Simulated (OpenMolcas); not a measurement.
An OpenMolcas run meant for Al (ANO-RCC-VTZP, X2C; inactive shells 1s 2s 2p 3s; intended active space 1 electron in 3 orbitals (3p)). One step of its input:

```
&RASSCF
FileOrb=start.orb
Symmetry=2
Spin=3
nActEl=1 0 0
Inactive=3 3
Ras2=0 3
CIRoot=3 3 1
SDav=3
CIMx=300
Iter=95 100
PrWF=0.3
OrbListing=Nothing
MaxOrb=0
Atom
>>> COPY $Project.JobIph JOB001
```

Lines from the output:

```
--- SEWARD ---
Basis set label: AL.ANO-RCC...5S4P2D1F.

      Electronic valence basis set:
      ------------------
      Associated Effective Charge  13.000000 au
      Associated Actual Charge     13.000000 au
      Nuclear Model: Point charge

      Shell  nPrim  nBasis  Cartesian Spherical Contaminant
         s      17       5        X
         p      12       4        X
         d       5       2                 X
         f       3       1                 X
RX2C
                  Relativistic X2C integrals
                  Atomic mean-field integrals
--- RASSCF ---

 Nr of active orbitals     NAC=   3
 Spin degeneracy         ISPIN=   3
 There can be no such wave function.
 ************************************************
--- Stop Module: rasscf at  /rc=_RC_INPUT_ERROR_ ---
.####################.
.# User input error #.
.####################.
```

Q: What is wrong with the input?

A: The spin multiplicity does not fit the number of active electrons: an even count needs an odd multiplicity and the reverse.
